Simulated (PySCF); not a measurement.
Stepwise substitution at one centre (B Br-OH). Isolated molecules, 0 K electronic values unless said otherwise. One relaxed conformer stands for each flexible species; it need not be the lowest. Strings in code marks are SMILES.

These are PBE0-D3(BJ)/def2-TZVP (PySCF 2.14.0) values and carry that method's errors. All candidates: neutral, multiplicity 1. Delta-SCF ions had no search for a lower state. Excitations are Tamm–Dancoff values on a coarser integration grid. The basis has no diffuse functions, so Rydberg states are missing or too high.

| Item | Result |
|---|---|
| brightest of the four lowest singlets (TDA) | 6.92 eV |
| HOMO | -8.34 eV |
| vertical ionisation energy (Delta-SCF) | 10.53 eV |

Question: Which member has these values?
A. `BrB(Br)Br`
B. `OB(O)Br` (H–O–B–Br torsion -180°, Br–B–O–H torsion 180°)
C. `OB(Br)Br` (H–O–B–Br torsion 0°)

Answer: C, `OB(Br)Br` (H–O–B–Br torsion 0°). The others give `BrB(Br)Br`: 6.03 eV, -8.31 eV, 10.31 eV; `OB(O)Br` (H–O–B–Br torsion -180°, Br–B–O–H torsion 180°): 8.06 eV, -8.16 eV, 10.78 eV
